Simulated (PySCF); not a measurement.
Compound: cyclo-(SbH)3.
Bonds: Sb1–Sb2, Sb1–Sb3, Sb2–Sb3. Hydrogens: H4 on Sb1; H5 on Sb2; H6 on Sb3.

A GFN2-xTB structure was refined with PySCF 2.14.0, PBE0-D3(BJ)/def2-SVP geometry optimisation, gas phase, def2 core potentials past Kr. Its GFN2-xTB values:

```tsv
coordinate	GFN2-xTB
Sb1–Sb2	2.847 Å
Sb1–Sb3	2.736 Å
Sb1–H4	1.760 Å
Sb2–Sb1–Sb3	59.6°
Sb2–Sb1–H4	90.5°
```

Q: How do these coordinates change at the PBE0-D3(BJ)/def2-SVP level?

A: 
```
 coordinate  PBE0-D3(BJ)/def2-SVP (Å or °)  change
    Sb1–Sb3                          2.852  +0.116
     Sb1–H4                          1.716  -0.044
    Sb1–Sb2                          2.855  +0.008
 Sb2–Sb1–H4                           92.0    +1.5
Sb2–Sb1–Sb3                           60.0    +0.4
```

The energy falls by 2.7 kcal/mol over 5 energy and gradient evaluations, the largest force component goes from 0.0215 to 3.0e-04 Eh/bohr, and the atoms move by 0.083 Å rms after alignment. The bond that changes most is Sb1–Sb3 (both ends antimony bonded to 2 Sb and H), which lengthens by 0.116 Å. Bonds longer at the end by more than 0.005 Å: 4 of 6; shorter: 2. Rotational constants go from 1097, 1002, 533.5 to 1001, 998.4, 508.7 MHz.

The run used 93 basis functions and 36 SCF cycles in all. Time: 50 s of wall time; peak memory 0.38 GiB. Hardware: one thread of an Arm Neoverse N1, shared host with 64 logical CPUs at a one-minute load of 59.

PBE0-D3(BJ)/def2-SVP frequencies: not computed here. One conformer, not necessarily the lowest.
